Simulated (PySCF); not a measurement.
Computed with TPSSh-D3(BJ)/def2-TZVP // B3LYP-D3(BJ)/def2-SVP in PySCF. Gas-phase values, no solvent. One relaxed conformer stands for a flexible species; it need not be the lowest. Excitations are Tamm–Dancoff values on a coarser integration grid. The basis has no diffuse functions, so Rydberg states are missing or too high.

Reference species (SMILES): `Bc1cc2sccc2cc1C=C` (neutral, multiplicity 1).

The S1 excitation (TDA) is 3.46 eV and the HOMO–LUMO gap is 3.52 eV. The T1 excitation (TDA) is 2.82 eV.

Changed species: `Bc1c(C=C)ccc2sccc12`.

### Question
Give the shifts of the S1 excitation (TDA), HOMO–LUMO gap and T1 excitation (TDA).

### Answer
the S1 excitation (TDA) rises by 0.09 eV, to 3.55 eV; the HOMO–LUMO gap rises by 0.09 eV, to 3.61 eV; the T1 excitation (TDA) drops by 0.07 eV, to 2.75 eV.
